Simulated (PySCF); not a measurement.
**Shapes and spin states of MoCl₂**

All numbers come from PySCF, PBE0, basis Mo def2-TZVP with ECP28, Cl def2-TZVP (scalar-relativistic core potentials, no spin–orbit coupling, density fitting).

Relaxations began from a few typed shapes and spin states; open shells are unrestricted. The search is not exhaustive: other isomers or separated fragments can lie lower, and high-lying points may rest on an excited occupation.

(1) Which is the lowest minimum found?
A. quintet D∞h: Mo–Cl 2.278 Å (×2); Cl–Mo–Cl 180.0°
B. broken-symmetry Ms = 1 (⟨S²⟩ 3.01) C2v: Mo–Cl 2.247 Å (×2); Cl–Mo–Cl 130.1°
C. singlet (closed shell, unstable to spin polarisation) D∞h: Mo–Cl 2.207 Å (×2); Cl–Mo–Cl 180.0°
D. quintet C2v: Mo–Cl 2.260 Å (×2); Cl–Mo–Cl 131.6°
E. broken-symmetry Ms = 1 (⟨S²⟩ 2.92) D∞h: Mo–Cl 2.258 Å (×2); Cl–Mo–Cl 180.0°
F. broken-symmetry Ms = 1 (⟨S²⟩ 2.95) C2v: Mo–Cl 2.241 Å (×2); Cl–Mo–Cl 134.3°
G. singlet (closed shell, unstable to spin polarisation) C2v: Mo–Cl 2.199 Å (×2); Cl–Mo–Cl 143.1°
H. singlet (closed shell, unstable to spin polarisation) C2v: Mo–Cl 2.197 Å (×2); Cl–Mo–Cl 138.3°

## Answers

(1) D. The others lie at 14.1 (quintet D∞h, a saddle point), 91.6 (broken-symmetry Ms = 1 C2v), 93.7 (broken-symmetry Ms = 1 C2v), 103.2 (broken-symmetry Ms = 1 D∞h, a saddle point), 222.4 (singlet C2v), 224.2 (singlet C2v), 231.5 (singlet D∞h, a saddle point) kJ/mol above it.

Formally Mo is in oxidation state +2, d4, with 4 unpaired electrons (the high-spin count). The Mulliken spin on Mo is 4.00. The polar-tensor charge on Mo, 1.18, is far below the formal one.

For the lowest minimum: other spin states or occupations of the open shell can lie lower.

The electron or spin density has lower symmetry than the nuclear frame for the quintet D∞h at 14.1 kJ/mol, broken-symmetry Ms = 1 (⟨S²⟩ 2.95) C2v at 91.6 kJ/mol, broken-symmetry Ms = 1 (⟨S²⟩ 2.92) D∞h at 103.2 kJ/mol.
